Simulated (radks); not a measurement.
Species: Nd+. Configuration: [Xe] 4f2 5d2 6s1 (not the ground configuration). Method: scalar-relativistic Kohn-Sham, PBE, spin-unpolarised, spherical densities, point nucleus; computed with a radial shooting solver on a logarithmic mesh with Libxc functionals.

Normalised radial functions P(r) = r R(r), r in bohr:

```
   r/bohr * 5d, o 6s (the largest magnitude, 0.696, reaches the edge; | marks zero, & curves that meet)
 0.001539                             *o
 0.001792                             *o
 0.002086                             *o
 0.002428                             *o
 0.002827                             *o
 0.003291                             *o
 0.003831                             *o
  0.00446                             * o
 0.005192                             * o
 0.006045                             * o
 0.007037                             * o
 0.008192                             * o
 0.009461                             * o
  0.01101                             * o
  0.01282                             * o
  0.01493                             * o
  0.01738                             * o
  0.02023                             *o
  0.02355                             *o
  0.02742                             o*
  0.03192                             o*
  0.03716                            o|*
  0.04326                           o | *
  0.05036                          o  | *
  0.05863                          o  |  *
  0.06825                          o  |   *
  0.07945                          o  |    *
   0.0925                           o |     *
   0.1077                            o|      *
   0.1254                             |o      *
   0.1459                             |  o    *
   0.1699                             |    o  *
   0.1978                             |    o *
   0.2303                             |   &
   0.2681                             |*o
   0.3121                          * o|
   0.3633                      *  o   |
   0.4229                   *  o      |
   0.4923                 *    o      |
   0.5732                 *      o    |
   0.6673                    *       o|
   0.7768                         *   |   o
   0.9043                             | *      o
    1.053                             |         * o
    1.216                             |          o    *
    1.415                             |       o             *
    1.648                             |o                        *
    1.918                       o     |                          *
    2.233               o             |                         *
      2.6         o                   |                      *
    3.027      o                      |                   *
    3.523      o                      |               *
    4.102        o                    |          *
    4.775            o                |       *
    5.559                 o           |    *
    6.472                      o      |  *
    7.534                         o   |*
    8.771                           o *
    10.21                            o*
    11.89                             &
```

5d: eigenvalue -9.851 eV, 2 radial nodes at r = 0.282, 0.860 bohr, <r> = 2.46 bohr, 90 % of the charge inside 3.81 bohr. 6s: eigenvalue -9.225 eV, 5 radial nodes at r = 0.0290, 0.114, 0.299, 0.694, 1.69 bohr, <r> = 3.73 bohr, 90 % of the charge inside 5.39 bohr.
